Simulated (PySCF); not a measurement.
H4MgOSi (SMILES [MgH][O][SiH3]), singlet, geometry from GFN2-xTB (such geometries of metal compounds can be far from the true shape); B3LYP/cc-pVDZ, polarisability by finite fields (PySCF).

Here is a job for PySCF.
```python
from pyscf import gto, scf, dft

mol = gto.M(
    atom='''
Mg   -1.49001871   -0.76521879    0.82490882
H    -2.71892048   -1.39056401    1.52453286
O    -0.08990263   -0.04679003    0.04770439
Si    1.18767481    0.60986861   -0.65778288
H     1.20615474    0.19749955   -2.07644804
H     2.40389032    0.13223998    0.03180913
H     1.08087363    2.07960957   -0.55147454
''',
    basis='cc-pvdz',
    verbose=4,
)

mf = dft.RKS(mol)
mf.xc = 'b3lyp'
mf.conv_tol = 1e-6
mf.kernel()
h0, z, done = mf.get_hcore(), mol.intor('int1e_r')[2], []
def energy(F):
    f = mf.copy()
    f.scf_summary = {}
    f.get_hcore = lambda *a: h0 + F * z
    e = f.kernel(mf.make_rdm1())
    done.append(f.converged)
    return e
F = 0.001
alpha = -(energy(F) + energy(-F) - 2 * mf.e_tot) / F**2
print('alpha_zz =', alpha)
```

It wrote (shortened):

```
PySCF version 2.14.0

[INPUT] verbose = 4
[INPUT] num. atoms = 7
[INPUT] num. electrons = 38
[INPUT] charge = 0
[INPUT] spin (= nelec alpha-beta = 2S) = 0
[INPUT] symmetry False subgroup None
[INPUT] Mole.unit = angstrom
[INPUT] Symbol           X                Y                Z      unit          X                Y                Z       unit  Magmom
[...]
nuclear repulsion = 125.111985368305
number of shells = 27
number of NR pGTOs = 136
number of NR cGTOs = 70
basis = cc-pvdz
ecp = {}

******** <class 'pyscf.dft.rks.RKS'> ********
method = RKS
initial guess = minao
damping factor = 0
level_shift factor = 0
DIIS = <class 'pyscf.scf.diis.CDIIS'>
diis_start_cycle = 1
diis_space = 8
diis_damp = 0
SCF conv_tol = 1e-06
SCF conv_tol_grad = None
SCF max_cycles = 50
direct_scf = True
direct_scf_tol = 1e-13
XC library pyscf.dft.libxc version 7.1.2
    S. Lehtola, C. Steigemann, M. J. T. Oliveira, and M. A. L. Marques,  SoftwareX 7, 1–5 (2018)
XC functionals = b3lyp
    P. J. Stephens, F. J. Devlin, C. F. Chabalowski, and M. J. Frisch,  J. Phys. Chem. 98, 11623 (1994)
radial grids:
    Treutler-Ahlrichs [JCP 102, 346 (1995); DOI:10.1063/1.469408] (M4) radial grids

becke partition: Becke, JCP 88, 2547 (1988); DOI:10.1063/1.454033
pruning grids: <function nwchem_prune>
grids dens level: 3
symmetrized grids: False
atomic radii adjust function: <function treutler_atomic_radii_adjust>
small_rho_cutoff = 0
Set gradient conv threshold to 0.001
Initial guess from minao.
tot grids = 91080
init E= -567.283479869549
[...]
cycle= 1 E= -567.11021005579  delta_E= 0.173  |g|= 0.951  |ddm|= 2.03
[...]
cycle= 2 E= -566.020101973999  delta_E= 1.09  |g|= 2.35  |ddm|= 2.23
[...]
cycle= 3 E= -567.285061453307  delta_E= -1.26  |g|= 0.103  |ddm|= 1.77
[...]
cycle= 4 E= -567.288786785944  delta_E= -0.00373  |g|= 0.039  |ddm|= 0.202
[...]
cycle= 5 E= -567.289380871001  delta_E= -0.000594  |g|= 0.00496  |ddm|= 0.0483
[...]
cycle= 6 E= -567.289386985908  delta_E= -6.11e-06  |g|= 0.00111  |ddm|= 0.00595
[...]
cycle= 7 E= -567.289387455433  delta_E= -4.7e-07  |g|= 0.00012  |ddm|= 0.00147
[...]
Extra cycle  E= -567.289387458196  delta_E= -2.76e-09  |g|= 0.000126  |ddm|= 0.000263
converged SCF energy = -567.289387458196

******** <class 'pyscf.dft.rks.RKS'> ********
method = RKS
initial guess = minao
damping factor = 0
level_shift factor = 0
DIIS = <class 'pyscf.scf.diis.CDIIS'>
diis_start_cycle = 1
diis_space = 8
diis_damp = 0
SCF conv_tol = 1e-06
SCF conv_tol_grad = None
[...]
    S. Lehtola, C. Steigemann, M. J. T. Oliveira, and M. A. L. Marques,  SoftwareX 7, 1–5 (2018)
XC functionals = b3lyp
    P. J. Stephens, F. J. Devlin, C. F. Chabalowski, and M. J. Frisch,  J. Phys. Chem. 98, 11623 (1994)
radial grids:
    Treutler-Ahlrichs [JCP 102, 346 (1995); DOI:10.1063/1.469408] (M4) radial grids

becke partition: Becke, JCP 88, 2547 (1988); DOI:10.1063/1.454033
pruning grids: <function nwchem_prune>
grids dens level: 3
symmetrized grids: False
atomic radii adjust function: <function treutler_atomic_radii_adjust>
small_rho_cutoff = 0
Overwritten attributes  get_hcore  of <class 'pyscf.dft.rks.RKS'>
Set gradient conv threshold to 0.001
init E= -567.289565763502
[...]
cycle= 1 E= -567.289586228841  delta_E= -2.05e-05  |g|= 0.00244  |ddm|= 0.0209
[...]
cycle= 2 E= -567.289587806287  delta_E= -1.58e-06  |g|= 0.00175  |ddm|= 0.00511
[...]
cycle= 3 E= -567.28958856747  delta_E= -7.61e-07  |g|= 0.000934  |ddm|= 0.0021
[...]
Extra cycle  E= -567.289588120908  delta_E= 4.47e-07  |g|= 0.0018  |ddm|= 0.00176
converged SCF energy = -567.289588120908

******** <class 'pyscf.dft.rks.RKS'> ********
method = RKS
initial guess = minao
damping factor = 0
level_shift factor = 0
DIIS = <class 'pyscf.scf.diis.CDIIS'>
diis_start_cycle = 1
diis_space = 8
diis_damp = 0
SCF conv_tol = 1e-06
SCF conv_tol_grad = None
SCF max_cycles = 50
direct_scf = True
direct_scf_tol = 1e-13
XC library pyscf.dft.libxc version 7.1.2
    S. Lehtola, C. Steigemann, M. J. T. Oliveira, and M. A. L. Marques,  SoftwareX 7, 1–5 (2018)
XC functionals = b3lyp
    P. J. Stephens, F. J. Devlin, C. F. Chabalowski, and M. J. Frisch,  J. Phys. Chem. 98, 11623 (1994)
radial grids:
    Treutler-Ahlrichs [JCP 102, 346 (1995); DOI:10.1063/1.469408] (M4) radial grids

becke partition: Becke, JCP 88, 2547 (1988); DOI:10.1063/1.454033
pruning grids: <function nwchem_prune>
grids dens level: 3
symmetrized grids: False
atomic radii adjust function: <function treutler_atomic_radii_adjust>
small_rho_cutoff = 0
Set gradient conv threshold to 0.001
init E= -567.289209152887
[...]
cycle= 1 E= -567.289229760692  delta_E= -2.06e-05  |g|= 0.00238  |ddm|= 0.0207
[...]
cycle= 2 E= -567.289231553034  delta_E= -1.79e-06  |g|= 0.00127  |ddm|= 0.00493
[...]
cycle= 3 E= -567.289232188022  delta_E= -6.35e-07  |g|= 0.000236  |ddm|= 0.00172
[...]
Extra cycle  E= -567.289232161796  delta_E= 2.62e-08  |g|= 0.000443  |ddm|= 0.000414
converged SCF energy = -567.289232161796
alpha_zz = 45.36631126939028
```
